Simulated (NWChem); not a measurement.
Isomers of C3H6O, each optimised at PBE0/def2-SVP with NWChem, gas phase unless a solvent is named. Flexible species stand in one conformer each, which need not be the lowest.  Relative energies count from the lowest isomer at each level and are electronic, without zero-point energy, on those geometries.

A: C1COC1
B: C=COC
C: C1CC1O

```csv
quantity,A,B,C
"relative energy, PBE0/def2-SVP (kcal/mol)",4.7,4.4,0.0
"relative energy, BLYP/def2-SVP (kcal/mol)",8.0,0.0,5.7
"relative energy, r2SCAN/def2-SVP (kcal/mol)",5.2,1.9,0.0
```
